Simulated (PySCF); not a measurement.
BClH, SMILES [BH]Cl (connectivity only; charge and spin as stated), charge +1, multiplicity 1. The structure is a stationary point at TPSSh-D3(BJ)/def2-TZVPD. The multiplicity is an assumed one; other spin states were not compared. The isomer is the one that the SMILES or the coordinates give; other isomers of the formula were not compared.

TDDFT-PBE/def2-TZVPD (PySCF) puts the lowest singlet excitations at 6.85, 6.99, 6.99, 8.69, 8.69, 9.28 eV.

Question: What are the lowest excitation roots from ADC(3)/aug-cc-pVDZ in PySCF? (Estimate from the structure and the level; the computed values follow.)

Answer: 7.49, 7.51, 7.51, 9.33, 9.33, 9.86 eV. S1 differs by 0.64 eV (second minus first; roots are paired by order, and the bases may differ).
